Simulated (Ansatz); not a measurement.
CH$_{3}$BFNO$_{2}$, SMILES `NC(=O)B(O)F`. The species carries charge 0 and has multiplicity 1. The structure was optimised at the PBE0-D4/def2-TZVP level. It is one conformer, not always the lowest.

```xyz
9

N    -0.156    1.466   -0.156
C    -0.733    0.272   -0.434
O    -1.786    0.165   -1.033
B     0.077   -1.012    0.087
O     1.237   -0.839    0.754
F    -0.400   -2.223   -0.140
H    -0.610    2.314   -0.453
H     0.714    1.516    0.344
H     1.656   -1.660    1.031
```

Question: What is the dipole moment at B3LYP/def2-TZVPP? (Best estimate.)

Answer: The calculation gave: 4.49 D, with components (3.83, 0.91, 2.17) D in this frame, pointing from negative to positive charge.

Question: And with PBE, r2SCAN, ωB97M-V? (An estimate is asked.)

Answer: Computed: PBE 4.35 D, r2SCAN 4.46 D, ωB97M-V 4.51 D.

Question: Give the Mulliken charges with B3LYP, ωB97M-V, r2SCAN in def2-TZVPP. (Estimate.)

Answer: The calculation gave: 
| atom | B3LYP | ωB97M-V | r2SCAN |
| --- | --- | --- | --- |
| N1 | -0.24 | -0.20 | -0.28 |
| C2 | 0.13 | 0.16 | 0.18 |
| O3 | -0.33 | -0.35 | -0.37 |
| B4 | 0.41 | 0.42 | 0.45 |
| O5 | -0.30 | -0.30 | -0.32 |
| F6 | -0.23 | -0.23 | -0.25 |
| H7 | 0.17 | 0.14 | 0.18 |
| H8 | 0.17 | 0.15 | 0.19 |
| H9 | 0.21 | 0.20 | 0.22 |

B3LYP here is the variant with VWN-RPA as its local correlation; programs differ in this.
